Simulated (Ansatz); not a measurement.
A nudged elastic band was laid between two geometries of H2 + H5NO3Sn (12 atoms, charge 0, multiplicity 1).

Computed with RKS LDA/def2-SVP (Ansatz 0.2.0).

* movable images: 7
* climbing image: yes
* spring: 5.0 eV/Å²
* optimiser: quadratic models (default)
* start path: through a guess of the saddle point
* force threshold: 0.03 eV/Å
* iteration limit: 60
* end points: relaxed

Image 0:

```xyz
12
Properties=species:S:1:pos:R:3
Sn -0.223 0.360 -0.468
N 0.872 -1.302 -0.736
O -2.163 0.068 -0.695
O -0.193 1.065 1.386
O 0.481 1.674 -1.755
H 1.031 -1.344 2.465
H 0.715 -0.656 2.229
H 1.676 -1.106 -1.350
H 1.227 -1.616 0.180
H -2.309 -0.682 -1.307
H -1.110 1.020 1.732
H -0.006 2.518 -1.679
```

Image 8:

```xyz
12
Properties=species:S:1:pos:R:3
Sn -0.173 0.319 0.506
N 1.191 -1.379 -0.302
O -1.417 -1.035 -0.281
O -1.531 1.804 0.432
O 1.028 1.192 -0.833
H 1.850 -1.971 0.217
H 0.341 0.150 2.142
H 1.664 -0.794 -1.014
H 0.423 -1.925 -0.732
H -2.266 -0.564 -0.412
H -1.713 2.156 1.324
H 0.604 2.048 -1.047
```

Question: What changes between the two ends?

Answer: Bonds broken: H6–H7. Bonds formed: Sn1–H7, N2–H6. H2 + H5NO3Sn becomes H7NO3Sn.

Question: What energy profile does the band end with?

Answer: It converged. The highest image is number 4 of 0 to 8, 60.8 kJ/mol above the first end and 183.6 kJ/mol above the last; the last end lies 122.8 kJ/mol below the first. The profile has 2 maxima (images 2, 4) with wells between them (image 3): this band takes more than one step, which may be the mechanism or a detour left from its start path. Neighbouring images differ by up to 1.2 eV, so the band resolves the path poorly. A vibrational analysis at the climbing image gives one clearly imaginary mode, 1095i cm⁻¹: a first-order saddle point. The orbitals stay closed-shell, which can raise the energy where a bond breaks towards radicals; this wasn't checked here.

```json
{"image": "0", "path coordinate (Å)": "0.00", "energy (kJ/mol)": "0.0", "H6–H7 (Å)": "0.79", "Sn1–H7 (Å)": "3.03", "N2–H6 (Å)": "3.21"}
{"image": "1", "path coordinate (Å)": "1.33", "energy (kJ/mol)": "5.4", "H6–H7 (Å)": "0.79", "Sn1–H7 (Å)": "2.99", "N2–H6 (Å)": "3.29"}
{"image": "2", "path coordinate (Å)": "2.66", "energy (kJ/mol)": "11.9", "H6–H7 (Å)": "0.79", "Sn1–H7 (Å)": "3.67", "N2–H6 (Å)": "2.57"}
{"image": "3", "path coordinate (Å)": "4.00", "energy (kJ/mol)": "3.4", "H6–H7 (Å)": "0.80", "Sn1–H7 (Å)": "3.09", "N2–H6 (Å)": "2.19"}
{"image": "4", "path coordinate (Å)": "5.33", "energy (kJ/mol)": "60.8", "H6–H7 (Å)": "1.03", "Sn1–H7 (Å)": "2.15", "N2–H6 (Å)": "1.38"}
{"image": "5", "path coordinate (Å)": "6.49", "energy (kJ/mol)": "-55.4", "H6–H7 (Å)": "2.12", "Sn1–H7 (Å)": "1.77", "N2–H6 (Å)": "1.03"}
{"image": "6", "path coordinate (Å)": "7.66", "energy (kJ/mol)": "-86.7", "H6–H7 (Å)": "2.74", "Sn1–H7 (Å)": "1.73", "N2–H6 (Å)": "1.03"}
{"image": "7", "path coordinate (Å)": "8.83", "energy (kJ/mol)": "-108.3", "H6–H7 (Å)": "2.94", "Sn1–H7 (Å)": "1.73", "N2–H6 (Å)": "1.03"}
{"image": "8", "path coordinate (Å)": "10.00", "energy (kJ/mol)": "-122.8", "H6–H7 (Å)": "3.24", "Sn1–H7 (Å)": "1.72", "N2–H6 (Å)": "1.03"}
```

Question: What is the geometry of the highest image?

Answer: 
```xyz
12
Properties=species:S:1:pos:R:3:forces:R:3
Sn -0.294 0.279 -0.072 0.02 0.00 -0.01
N 1.286 -1.158 -0.043 -0.01 -0.01 -0.01
O -1.911 -0.770 -0.491 -0.02 -0.02 0.01
O -0.261 1.853 1.125 0.00 0.00 0.00
O 0.025 1.280 -1.750 0.00 0.00 0.00
H 0.655 -1.207 1.182 0.00 0.01 0.00
H -0.125 -0.851 1.745 0.00 0.00 0.00
H 2.250 -0.839 -0.238 0.00 0.01 0.01
H 1.071 -1.961 -0.658 0.01 0.00 -0.01
H -2.279 -0.385 -1.314 0.00 0.01 0.00
H -0.435 1.527 2.033 0.00 0.00 0.00
H 0.016 2.232 -1.519 0.00 0.00 -0.01
```

The band took 28 iterations and about 10 core-minutes.

The run took 5 min on 2 threads of Arm Neoverse V1, on a shared host, peak memory 0.17 GiB.
